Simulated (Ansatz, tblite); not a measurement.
Adding an electron: the cluster Sn6⁺ (the lowest doublet isomer of a short search). Total charge 1; doublet. Geometry: r2SCAN-D4/def2-SVP. Ansatz, gas phase; energy differences of separate SCF runs; the reduced species is a singlet (the triplet lies 0.81 eV higher at PBE0-D4/def2-TZVP).

Cartesian coordinates in Å:
```
Sn -0.5862 -2.2772 0.4393
Sn 0.5597 -0.2419 -1.6829
Sn -0.4510 0.6575 1.6038
Sn -2.1031 0.1147 -0.6782
Sn 0.6143 2.3957 -0.4668
Sn 1.9663 -0.6487 0.7848
```

In the def2 sets Sn takes a core potential; there is no spin–orbit coupling. The xTB rows come from tblite. The structure comes from a short search, and lower isomers may exist.

Estimate orbital energies and vertical electron affinities at: GFN1-xTB; GFN2-xTB; PBE-D4/def2-TZVP; PBE0-D4/def2-TZVP; BHLYP-D4/def2-TZVP.


```
             level  −HOMO (eV)  −LUMO (eV)  vertical EA (eV)  HOMO–LUMO gap (eV)
          GFN1-xTB           –           –             11.47                   –
          GFN2-xTB           –           –             12.18                   –
  PBE-D4/def2-TZVP        8.89        8.39              6.42                0.50
 PBE0-D4/def2-TZVP        9.70        7.82              6.50                1.87
BHLYP-D4/def2-TZVP       10.30        7.15              6.46                3.14
```

  HOMO and LUMO are the levels of the spin that leaves or enters (xTB has no such levels and no spin-polarisation term). Other spin states of the ions may lie lower, which would lower the ionisation energy or raise the affinity. Raw xTB energy differences between charge states are shifted by several eV; the methods need an empirical correction for them.
